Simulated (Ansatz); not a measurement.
`C[SiH2][Te]B(O)O` + `CC(C)[TeH]` → `CC(C)[Te]B(O)O` + `C[SiH2][TeH]`  (ligand exchange at a B–Te bond)

Isolated molecules relaxed with PBE0-D4/def2-TZVP in Ansatz; ΔE leaves out vibrations. CCSD(T)/CBS adds triple-zeta CCSD(T) − MP2 to the extrapolated MP2 energy (def2 sets, frozen cores). Functionals use def2-TZVPP. def2 core potentials past Kr. For Te outer-core shells are correlated without core-valence functions, which leaves a few kJ/mol of doubt a bond. One conformer a species, not always the lowest.

| level | ΔE (kcal/mol) |
| --- | --- |
| r2SCAN-D4 | -0.4 |
| PBE0-D4 | -0.3 |
| ωB97M-V | -0.1 |
| PBE | -0.5 |
| r2SCAN | -0.4 |
| HF/def2-TZVPP | 0.4 |
| CCSD/def2-TZVPP | -0.1 |
| HF/CBS(def2) | 0.4 |

Problem. What does CCSD(T)/CBS give? (Best estimate.)

Solution. The calculation gave: -0.3 kcal/mol. The listed levels differ from it by -0.1, 0.0, 0.2, -0.2, -0.1, 0.7, 0.2, 0.7 kcal/mol.

Largest T1 diagnostic among the species: 0.012.
